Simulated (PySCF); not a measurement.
Si(H)(Cl)2(Me) (CH₄Cl₂Si), SMILES C[SiH](Cl)Cl.

The structure is a stationary point at B3LYP-D3(BJ)/def2-SVP.

Computed with B3LYP/def2-TZVP (PySCF).

Symmetry labels are those of the subgroup Cs that the program uses (full group Cs).

**Question.** List the valence orbital energies around the gap with their symmetry. (An estimate is asked for; the answer gives what the named calculation found.)

**Answer.** 
```tsv
orbital	symmetry	energy (eV)
HOMO−7	A"	-11.96
HOMO−6	A"	-10.87
HOMO−5	A'	-10.71
HOMO−4	A'	-10.51
HOMO−3	A'	-9.28
HOMO−2	A"	-9.15
HOMO−1	A"	-8.87
HOMO	A'	-8.63
LUMO	A'	0.10
LUMO+1	A"	0.40
LUMO+2	A'	0.73
LUMO+3	A'	1.42
```
